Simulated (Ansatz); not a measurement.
Geometry optimisation, RKS PBE-D4/def2-SVPD in Ansatz.

The input (input.yaml):

```yaml
crystal:
  periodic: [false, false, false]
  atoms:
    - { symbol: Ge, position_ang: [-0.073763, 0.000696, -1.05647] }
    - { symbol: H, position_ang: [1.193435, 0.008372, 1.379679] }
    - { symbol: H, position_ang: [1.785839, -0.006547, 0.963449] }
    - { symbol: H, position_ang: [-0.812199, 1.140561, -0.186024] }
    - { symbol: H, position_ang: [-0.817413, -1.143082, -0.197934] }
basis:
  gaussian: { orbitals: def2-SVPD }
hamiltonian:
  xc: pbe
  dispersion: d4
relax:
  f_tol: 0.03
  max_steps: 50
output:
  orbitals: {}
```

Launched with:

```bash
$ ansatz run input.yaml --threads 1 --pin off --max-ram 2048MiB --backend cpu --events-out ev --progress --plain --runs-dir out
```

Problem. Where does it end, and by what steps?

Solution. It converged. After 6 steps the energy has fallen by 0.309 eV; H2 moved furthest, 0.46 Å.

| step | energy less start (eV) | largest force component (eV/Å) | accepted |
| --- | --- | --- | --- |
| 0 | 0.0000 | 1.626 | yes |
| 1 | -0.1607 | 0.466 | yes |
| 2 | -0.2930 | 0.157 | yes |
| 3 | -0.2531 | 0.809 | no |
| 4 | -0.3076 | 0.081 | yes |
| 5 | -0.3087 | 0.067 | yes |
| 6 | -0.3090 | 0.009 | yes |

```xyz
5
Properties=species:S:1:pos:R:3
Ge 0.206 0.001 -0.785
H 0.817 0.001 1.117
H 1.483 -0.003 0.636
H -0.614 1.155 -0.030
H -0.616 -1.154 -0.035
```

Whether the end is a true minimum wasn't checked by a vibrational analysis.

Time of the run: 10 s on 1 thread of Arm Neoverse V1, with other jobs on the host, peak memory 0.11 GiB.
